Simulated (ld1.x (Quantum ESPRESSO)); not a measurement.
Results of a calculation; reference values are marked as such.
**Potentials for antimony compared**

Generated with ld1.x 7.5 (TM, RRKJ, ultrasoft, PAW), atompaw 4.2 or ONCVPSP 4.0.1. The cutoff is in Ry: for ld1.x and atompaw files where the sum of valence levels is converged to 10 mRy in a Bessel basis, for ONCV files where the hardest occupied wave has 1 mHa per electron of residual kinetic energy. The error is the largest all-electron minus pseudo excitation energy over each file’s own four to seven test configurations (ionisations up to +4, promotions, holes and added fractions of an electron), all of which were solved. The labels leave out finer settings (local radius, basis sizes, second energies), which also bear on the numbers. Spin-polarised tests are not counted. The rows are a selection from randomly drawn settings: files with unsolved tests, undetermined cutoffs or missed reference levels are left out.

A true bound ghost makes a file unfit for plane-wave use even where its test errors are small: the radial tests pick states by their node count and pass the ghost by.

| potential | cutoff (Ry) | largest error (meV) | bound ghosts |
| --- | --- | --- | --- |
| TM, PBE, scalar-relativistic, rc 1.65/1.85/1.00 (spd), local s, core correction yes, reference 5s2 5p3 | 30 | -487 | d |
| TM, LDA (PZ), scalar-relativistic, rc 2.05/1.65 (sp), local s, core correction no, reference 5s2 5p3 | 45 | +117 | p |
| TM, LDA (PZ), fully relativistic, rc 1.95/1.95 (sp), local s, core correction yes, reference 5s1 5p4 | 25 | -267 | none |
| ultrasoft, Wu–Cohen, scalar-relativistic, rc 1.15/1.70/1.00 (spd), local smoothed, core correction no, reference 4s2 4p6 4d10 5s1.75 5p3.25 | 120 | -111 | none |

(1) Fill in the row for Sb: RRKJ, PBE, scalar-relativistic, rc 1.70/1.90/0.95 (spd), local s, core correction yes, reference 4d10 5s2 5p2.

## Answers

(1) cutoff 200 Ry, largest error -502 meV, bound ghosts: none.
